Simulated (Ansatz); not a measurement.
Start from `[NH2][GaH][SiH2]O` and change one element to get `[NH2][AlH][SiH2]O`.

Ansatz, PBE0-D4/def2-TZVP geometries, multiplicity 1. Each molecule was computed in one conformer, which needn't be the lowest.

Scalar relativity is left out up to krypton.

| property | `[NH2][GaH][SiH2]O` |
| --- | --- |
| size of the dipole moment (B3LYP/def2-TZVPP) / D | 1.24 |
| HOMO energy (PBE0/def2-TZVPP) / eV | -7.39 |
| LUMO energy (PBE/def2-TZVPP) / eV | -1.93 |
| size of the dipole moment (ωB97M-V/def2-TZVPP) / D | 1.19 |
| HOMO–LUMO gap (PBE/def2-TZVPP) / eV | 4.16 |
| HOMO energy (PBE/def2-TZVPP) / eV | -6.10 |

Task: What does the change do to each property? (An estimate is asked.)

Result: Ansatz gave: 
```csv
property,`[NH2][AlH][SiH2]O`,shift
size of the dipole moment (B3LYP/def2-TZVPP) / D,2.11,0.87
HOMO energy (PBE0/def2-TZVPP) / eV,-7.07,0.32
LUMO energy (PBE/def2-TZVPP) / eV,-1.93,0.00
size of the dipole moment (ωB97M-V/def2-TZVPP) / D,2.13,0.94
HOMO–LUMO gap (PBE/def2-TZVPP) / eV,3.97,-0.19
HOMO energy (PBE/def2-TZVPP) / eV,-5.90,0.20
```

Dipoles are sizes alone; their direction can turn.

B3LYP here is the variant with VWN-RPA as its local correlation; programs differ in this.
